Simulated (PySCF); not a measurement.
From one molecule to another.

First species: C₅H₅FS.
SMILES: `FCc1cccs1`

Second species: CH4P2.
SMILES with atom numbers: `[CH2:1]=[P:2][PH2:3]` (hydrogens: H4, H5 on C1; H6, H7 on P3)

Geometry (GFN2-xTB, Å), atoms numbered from 1 in this order:
```xyz
7
CH4P2 angstrom
C     -1.4481   -0.1611   -0.2988
P     -0.3166   -0.6019    0.8427
P      1.4175    0.4790    0.0946
H     -2.4564   -0.5333   -0.2228
H     -1.2397    0.4890   -1.1332
H      1.7758    0.9503    1.3591
H      2.2709   -0.6171    0.2310
```

Levels: CAM-B3LYP/def2-SVPD for dipole moment, HOMO energy, LUMO energy, HOMO–LUMO gap, static isotropic polarisability and electronic spatial extent ⟨r²⟩ about the centre of nuclear charge; TDDFT CAM-B3LYP/def2-SVPD for lowest singlet excitation; TDA CAM-B3LYP/def2-SVPD for lowest triplet excitation (Tamm–Dancoff); GFN2-xTB for rotational constant A and rotational constant C. Geometries: GFN2-xTB. All species are isolated and taken at one optimised geometry, non-relativistic unless stated; the electronic structure was computed with PySCF and density fitting.

The conformers computed, where there is a choice (atom-mapped SMILES and torsion angles):
- `[F:1][CH2:2][c:3]1[cH:4][cH:5][cH:6][s:7]1`: F1–C2–C3–C4 0°
- `[CH2:1]=[P:2][PH2:3]`: H–P3–P2–C1 135°, H–P3–P2–C1 -134°

Which has the higher ⟨r²⟩?

The first: 889 bohr² against 361 bohr², a difference of 528 bohr².

Which has the higher rotational constant A?

The second: 18.563 GHz against 4.811 GHz, a difference of 13.752 GHz.

Which of the two has the higher rotational constant C, and by how much?

The second: 3.636 GHz against 1.238 GHz, a difference of 2.398 GHz.

Which has the higher T1 energy?

The first: 3.68 eV against 2.88 eV, a difference of 0.80 eV.

Which of the two has the higher static isotropic polarisability, and by how much?

The first: 74.1 au against 66.1 au, a difference of 8.0 au.

Which has the higher dipole moment?

The first: 1.28 D against 0.25 D, a difference of 1.03 D.

Which of the two has the higher S1 energy, and by how much?

The first: 5.63 eV against 3.85 eV, a difference of 1.78 eV.

Which of the two has the higher HOMO energy, and by how much?

The first: -8.14 eV against -8.21 eV, a difference of 0.07 eV.

On the first: S1 lies 2.93 eV below the HOMO–LUMO gap; its leading configuration is HOMO→LUMO, weight 0.95. The principal polarisabilities are 50.8, 83.0 and 88.4 au; their mean is the isotropic value.

On the second: The polarisability is 9.79 Å³ as a volume (1 au = 0.148185 Å³), or 1.65 au for each of the 40 electrons.
